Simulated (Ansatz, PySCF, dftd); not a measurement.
Species: H4SiNO, charge 0, doublet. H4SiNO (SMILES N[SiH2][O], doublet).
B3LYP-D3(BJ)/def2-TZVP minimum from Ansatz (a quantum-chemistry and plane-wave program):
```xyz
7

O     -1.3723     0.7593    -0.0101
Si     0.1950     0.2699    -0.2452
N      0.7737    -1.1573     0.4829
H      0.1457     0.0979    -1.7223
H      1.0800     1.3662     0.2081
H      0.4143    -2.0691     0.2485
H      1.1917    -1.1460     1.3994
```
Charge 0, spin multiplicity 2.

Property: enthalpy of formation at 298 K (by atomisation, with rigid-rotor harmonic-oscillator terms from PySCF's Hessian at B3LYP-D3(BJ)/def2-TZVP and the atoms' measured values of the G2/97 table; no spin-orbit terms), in kcal/mol. Open shells are spin-unrestricted; no spin-orbit coupling. Correlated methods leave the cores frozen. No relativity. Double hybrids freeze cores in their MP2 part. For partners of very few electrons the exact lower level stands in for a higher one.

```csv
level,program,enthalpy of formation at 298 K (kcal/mol)
PBE-D3(BJ)/def2-TZVPD,Ansatz + dftd3,-35.4
CAM-B3LYP-D3(BJ)/def2-TZVPD,Ansatz + dftd3,-33.8
B2GP-PLYP-D3(BJ)/def2-TZVPD,Ansatz + dftd3,-19.5
B2GP-PLYP/def2-TZVPD,Ansatz,-17.8
CCSDT(Q)/cc-pV(D+d)Z,Ansatz,32.4
```
